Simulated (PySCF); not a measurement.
Computed with UB3LYP in PySCF with Os def2-SVPD with ECP60, O def2-SVPD; scalar-relativistic core potentials, no spin–orbit coupling; density-fitted integrals.

```xyz
3
charge -1 multiplicity 2, angstrom
Os    0.0000    0.0000   -0.0610
O     1.6856    0.0000    0.3658
O    -1.6856    0.0000    0.3658
```

[OsO2]- (doublet), along the line from Os1 (at 0) through O2 (at 1.739 Å). Core electrons replaced by a potential are absent, the electrostatic potential uses the reduced nuclear charge, and values within about 0.7 Å of such atoms have no physical meaning.

Question: Tabulate the fields along this line at 0.87, 0.96, 1.04, 1.13, 1.22, 1.30, 1.39, 1.48, 1.56, 1.65, 1.83, 1.91, 2.00, 2.09, 2.17, 2.26, 2.35, 2.43, 2.52, 2.61, 2.70, 2.78 Å.

Answer: 
| distance (Å) | electron density (e/Å³) | spin density (e/Å³) | electron localisation function | electrostatic potential (V) |
| --- | --- | --- | --- | --- |
| 0.87 | 1.72 | 0.0102 | 0.299 | 26.6 |
| 0.96 | 1.66 | 0.00461 | 0.37 | 20.1 |
| 1.04 | 1.9 | -0.00115 | 0.581 | 17.8 |
| 1.13 | 2.42 | -0.00786 | 0.756 | 20.1 |
| 1.22 | 3.22 | -0.0163 | 0.819 | 28.7 |
| 1.30 | 4.37 | -0.0277 | 0.797 | 47.5 |
| 1.39 | 5.85 | -0.042 | 0.618 | 84 |
| 1.48 | 7.81 | -0.0545 | 0.223 | 156 |
| 1.56 | 19.1 | -0.0574 | 0.205 | 318 |
| 1.65 | 161 | -0.03 | 0.986 | 866 |
| 1.83 | 160 | -0.0477 | 0.984 | 865 |
| 1.91 | 19.2 | -0.0494 | 0.199 | 316 |
| 2.00 | 8.02 | -0.04 | 0.261 | 153 |
| 2.09 | 5.82 | -0.0291 | 0.69 | 79.6 |
| 2.17 | 4.09 | -0.0191 | 0.862 | 41.6 |
| 2.26 | 2.76 | -0.0124 | 0.904 | 20.7 |
| 2.35 | 1.84 | -0.00817 | 0.91 | 8.79 |
| 2.43 | 1.2 | -0.00539 | 0.902 | 2.01 |
| 2.52 | 0.769 | -0.0035 | 0.883 | -1.87 |
| 2.61 | 0.488 | -0.00224 | 0.852 | -4.06 |
| 2.70 | 0.311 | -0.00145 | 0.808 | -5.26 |
| 2.78 | 0.203 | -0.000956 | 0.754 | -5.89 |

Open d and f shells are described by one determinant, and the ground state may have another occupation or spin. The lowest empty level of this anion is unbound, so it and the gap depend on the basis. With an element this heavy the missing spin–orbit coupling can shift these numbers.
